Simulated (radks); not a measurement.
Results of a calculation; reference values are marked as such.
The iridium ion Ir+, 76 electrons, occupied as [Xe] 4f14 5d7 6d1 (not the ground configuration). Level of theory: scalar-relativistic Kohn-Sham, PBEsol, spin-polarised, spherical densities, point nucleus; open shells are filled with parallel spins first (spin-orbit coupling, left out, can overturn this in heavy ions) (a radial shooting solver on a logarithmic mesh with Libxc functionals). Some entries of the table are withheld. Estimate them.

| orbital | occ. | eigenvalue (eV) | <r> (bohr) |
|---|---|---|---|
| 1s down | 1 | -76124.05 | 0.01744 |
| 1s up | 1 | -76124.05 | 0.01744 |
| 2s up | 1 | -13327.26 | 0.07362 |
| 2s down | 1 | -13327.07 | 0.07362 |
| 2p up | 3 | -11579.73 | 0.06625 |
| 2p down | 3 | -11579.58 | 0.06625 |
| 3s up | 1 | -3126.555 | 0.1905 |
| 3s down | 1 | -3126.480 | 0.1905 |
| 3p up | 3 | -2615.699 | 0.1914 |
| 3p down | 3 | -2615.616 | 0.1914 |
| 3d up | 5 | -2053.546 | 0.1733 |
| 3d down | 5 | -2053.410 | 0.1733 |
| 4s up | 1 | -676.6038 | 0.4234 |
| 4s down | 1 | -676.4212 | 0.4234 |
| 4p up | 3 | -509.0639 | 0.4507 |
| 4p down | 3 | -508.8899 | 0.4507 |
| 4d up | 5 | -303.4546 | 0.4786 |
| 4d down | 5 | -303.2497 | 0.4784 |
| 5s up | 1 | -111.2807 | 0.9797 |
| 5s down | 1 | -109.8860 | 0.9759 |
| 4f up | 7 | -74.9280 | (1) |
| 4f down | 7 | -74.6023 | (2) |
| 5p up | 3 | (3) | 1.135 |
| 5p down | 3 | (4) | 1.130 |
| 5d up | 5 | -20.3427 | 1.622 |
| 5d down | 2 | -18.2875 | 1.637 |
| 6d up | 1 | -4.2056 | 6.018 |

Answer. 
(1) 4f up <r> (bohr): 0.5361
(2) 4f down <r> (bohr): 0.5344
(3) 5p up eigenvalue (eV): -68.1784
(4) 5p down eigenvalue (eV): -66.4221
